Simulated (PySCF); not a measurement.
**Simulated absorption spectrum**

C6H8S2.
SMILES with atom numbers: `[CH3:1][C:2]#[C:3][CH:4]1[S:5][CH2:6][CH2:7][S:8]1` (hydrogens: H9, H10, H11 on C1; H12 on C4; H13, H14 on C6; H15, H16 on C7)

Computed with TDDFT CAM-B3LYP/def2-SVPD, vertical, gas phase, core orbitals frozen in the response (PySCF). The structure is a single GFN2-xTB conformer in the gas phase; no vibrational or solvent corrections.

Computed states:

```csv
state,E (eV),f
S1,4.77,0.0014
S2,5.07,0.0076
S3,5.74,0.019
S4,5.95,0.0022
S5,6.05,0.0025
S6,6.22,0.030
S7,6.36,0.035
S8,6.41,0.0069
```

Each state is given a Gaussian of 0.3 eV full width at half maximum, with ε(max) = 2.175×10⁸ f / Δν̃ (Δν̃ the width in cm⁻¹). The width is an assumption, not a result. The curve ends short of the highest state used, and states not computed would add to its high-energy end.

Q: Give the broadened spectrum and its maxima.

A: 
(E (eV), ε (L mol⁻¹ cm⁻¹)): (4.32, 0), (4.36, 1), (4.41, 2), (4.45, 5), (4.49, 11), (4.53, 21), (4.58, 42), (4.62, 64), (4.66, 90), (4.70, 118), (4.75, 153), (4.79, 185), (4.83, 226), (4.88, 307), (4.92, 398), (4.96, 505), (5.00, 607), (5.05, 685), (5.09, 683), (5.13, 621), (5.17, 512), (5.22, 352), (5.26, 234), (5.30, 144), (5.34, 89), (5.39, 72), (5.43, 105), (5.47, 191), (5.51, 344), (5.56, 638), (5.60, 941), (5.64, 1259), (5.68, 1532), (5.73, 1718), (5.77, 1708), (5.81, 1573)

Maxima: 245 nm (5.07 eV), ε about 690, made up of S2 (99%); 216 nm (5.75 eV), ε about 1700, made up of S3 (96%) (ε in L mol⁻¹ cm⁻¹; maxima over ε = 5, shares over 10%).

Q: What would ε be at 5.75 eV, the highest of these maxima, with half the width (0.15 eV)?

A: About 3260 L mol⁻¹ cm⁻¹ against 1730, a factor of about 1.9; a lone state at its own centre would give exactly 2.

Q: Coming from long wavelengths, where does ε first pass 100 L mol⁻¹ cm⁻¹?

A: At about 265 nm (4.67 eV), 0.10 eV below S1.

Q: On this curve, what absorbance would a 10⁻³ mol/L sample give at 254 nm over a 1 cm path?

A: 254 nm is 4.881 eV, where ε is about 310 L mol⁻¹ cm⁻¹, so A = ε c l ≈ 0.31 (Beer–Lambert, with the gas-phase spectrum and the assumed width).
